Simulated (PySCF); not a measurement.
C2H6FNSi, neutral, multiplicity 1. Atoms are numbered in the order given.

```xyz
11

Si    -0.8285     0.8905     0.0000
F      0.4830     1.9232     0.0000
N      0.0263    -0.6361     0.0000
C     -0.7413    -1.8699     0.0000
C      1.4687    -0.8145     0.0000
H     -0.5199    -2.4903    -0.8984
H     -0.5199    -2.4903     0.8984
H     -1.8288    -1.6433     0.0000
H      1.8037    -1.3833     0.8974
H      1.8037    -1.3833    -0.8974
H      1.9644     0.1740     0.0000
```

Geometry: PBE-D3(BJ)/def2-SVP. Other conformers were not sampled.

All values below come from HF/def2-TZVP (PySCF).

The molecule is in vacuum.

### Question
Estimate the frontier levels, gap, dipole moment and polarisability. (The exact figures need the calculation; the answer reports its results.)

### Answer

| Item | Value |
|---|---|
| highest occupied level | -9.84 eV |
| lowest empty level | 1.71 eV |
| orbital gap | 11.55 eV |
| dipole moment | 2.38 D |
| quadrupole, principal values (traceless, Buckingham form, about the centre of nuclear charge) | -2.67, -0.46, 3.13 D·Å |
| mean static polarisability | 58.6 bohr³ (8.69 Å³) |
| polarisability, principal values | 50.5, 56.0, 69.4 bohr³ |
